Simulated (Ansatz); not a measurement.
Geometry optimisation, RKS BLYP/def2-SVP in Ansatz 0.2.0.

input.yaml

```yaml
crystal:
  periodic: [false, false, false]
  atoms:
    - { symbol: Ti, position_ang: [0.0, 0.0, 0.0] }
    - { symbol: O, position_ang: [0.0, 0.0, 2.27] }
    - { symbol: H, position_ang: [-0.9095, -0.2814, 2.6071] }
    - { symbol: F, position_ang: [1.7257, 0.0, -0.6094] }
    - { symbol: F, position_ang: [-0.8619, 1.4933, -0.6094] }
    - { symbol: F, position_ang: [-0.8619, -1.4933, -0.6094] }
    - { symbol: Si, position_ang: [1.4405, -2.1875, 0.8703] }
    - { symbol: H, position_ang: [0.6218, -3.3902, 0.7481] }
    - { symbol: H, position_ang: [2.6437, -2.3339, 0.0564] }
    - { symbol: H, position_ang: [1.8191, -1.9972, 2.2675] }
    - { symbol: H, position_ang: [0.7211, -1.095, 2.0782] }
basis:
  gaussian: { orbitals: def2-SVP }
hamiltonian:
  xc: blyp
relax:
  f_tol: 0.15
  max_steps: 25
  restrain:
    - { distance: [0, 6], at: 3.66, k: 30.0 }
    - { distance: [10, 1], at: 2.21, k: 30.0 }
    - { distance: [0, 1], at: 1.92, k: 30.0 }
    - { distance: [10, 6], at: 1.46, k: 30.0 }
```

Run as:

```bash
$ ansatz run input.yaml --threads 4 --pin off --max-ram 5120MiB --backend cpu --events-out ev --progress --plain --runs-dir out
```

**Question.** Where does it end, and by what steps?

**Answer.** It converged. The restraints hold the end off the free minimum; the threshold counts their pulls, which the force column leaves out. Restrained pairs: Ti1–Si7 (2.76 → 3.67 Å), O2–H11 (1.33 → 2.22 Å), Ti1–O2 (2.27 → 1.87 Å), Si7–H11 (1.78 → 1.48 Å). After 10 steps the energy has fallen by 3.753 eV (the restraints' own energy left out); H10 moved furthest, 1.19 Å.

| step | energy less start (eV) | largest force component (eV/Å) | accepted |
| --- | --- | --- | --- |
| 0 | 0.0000 | 2.366 | yes |
| 1 | 0.3543 | 3.905 | yes |
| 2 | -0.1190 | 4.750 | yes |
| 3 | -1.6103 | 3.301 | yes |
| 4 | -2.5984 | 1.530 | yes |
| 5 | -3.2065 | 1.594 | yes |
| 6 | -3.5460 | 2.242 | yes |
| 7 | -3.7129 | 1.536 | yes |
| 8 | -3.7402 | 1.572 | yes |
| 9 | -3.7494 | 1.544 | yes |
| 10 | -3.7534 | 1.513 | yes |

```xyz
11
Properties=species:S:1:pos:R:3
Ti -0.166 0.335 -0.027
O -0.415 0.470 1.819
H -0.787 -0.193 2.432
F 1.525 0.655 -0.405
F -1.134 1.567 -0.824
F -0.657 -1.236 -0.666
Si 1.590 -2.577 1.343
H 0.650 -3.731 1.165
H 2.326 -2.310 0.063
H 2.577 -2.894 2.435
H 0.831 -1.370 1.735
```

Time of the run: 29 s on 4 threads of Arm Neoverse V1 (shared host), peak memory 0.21 GiB.
